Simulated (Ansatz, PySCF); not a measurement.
Reaction (SMILES): CNC [N-methylmethanamine] → C[N]C + H atom (the H-N bond at the site shown breaks; other sites are not compared here)
Geometries: B3LYP-D3(BJ)/def2-TZVP minima from Ansatz (an electronic-structure program).

Quantity: bond dissociation energy (enthalpy at 298 K, with B3LYP-D3(BJ) rigid-rotor harmonic-oscillator terms from PySCF), in eV. Correlated levels leave the core frozen unless marked. UHF or UKS for open shells. Spin-orbit coupling is left out. No relativistic terms. CBS(X,Y): correlation extrapolated as X^-3; Hartree-Fock from the larger set. The bracket is a focal-point correction in the basis named.

RI-MP2/CBS(cc-pVTZ,cc-pVQZ)+[CCSD(T)-MP2]/cc-pVTZ (Ansatz) gives 4.11 eV.

Q: Another calculation gave 3.73 eV. Which level was it?
(A) SVWN5/def2-TZVPD (Ansatz)
(B) M06-2X/def2-TZVPD (PySCF)
(C) revPBE/def2-TZVPD (Ansatz)
(D) LC-wPBE/def2-TZVPD (Ansatz)

A: C, revPBE/def2-TZVPD (Ansatz). The others give 3.89 (LC-wPBE), 4.03 (M06-2X), 4.41 (SVWN5) eV.
